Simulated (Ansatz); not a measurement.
Start from `FC(F)(F)S` and change one atom or group to get `FC(F)(F)[O][GeH2][Cl]`.

Ansatz, PBE0-D4/def2-TZVP geometries, multiplicity 1. Each molecule was computed in one conformer, which needn't be the lowest.

Scalar relativity is left out up to krypton.

```
                                          property  `FC(F)(F)S`
                LUMO energy (PBE0/def2-TZVPP) / eV        -0.37
size of the dipole moment (ωB97M-V/def2-TZVPP) / D         1.48
               HOMO–LUMO gap (PBE/def2-TZVPP) / eV         5.45
             HOMO energy (ωB97M-V/def2-TZVPP) / eV       -10.49
                HOMO energy (PBE0/def2-TZVPP) / eV        -8.22
             LUMO energy (ωB97M-V/def2-TZVPP) / eV         1.70
```

(1) Give the same properties after the change, and the shifts. (An estimate is asked.)

Results:

(1) The calculation gave: 
| property | `FC(F)(F)[O][GeH2][Cl]` | shift |
| --- | --- | --- |
| LUMO energy (PBE0/def2-TZVPP) / eV | -0.52 | -0.15 |
| size of the dipole moment (ωB97M-V/def2-TZVPP) / D | 3.03 | 1.55 |
| HOMO–LUMO gap (PBE/def2-TZVPP) / eV | 6.48 | 1.03 |
| HOMO energy (ωB97M-V/def2-TZVPP) / eV | -11.67 | -1.18 |
| HOMO energy (PBE0/def2-TZVPP) / eV | -9.41 | -1.19 |
| LUMO energy (ωB97M-V/def2-TZVPP) / eV | 1.43 | -0.27 |

With PBE0 the HOMO falls by 1.19 eV and the LUMO falls by 0.15 eV, so the gap widens by about 1.04 eV. PBE moves the HOMO by -1.15 eV and ωB97M-V by -1.18 eV. Dipoles are sizes alone; their direction can turn.
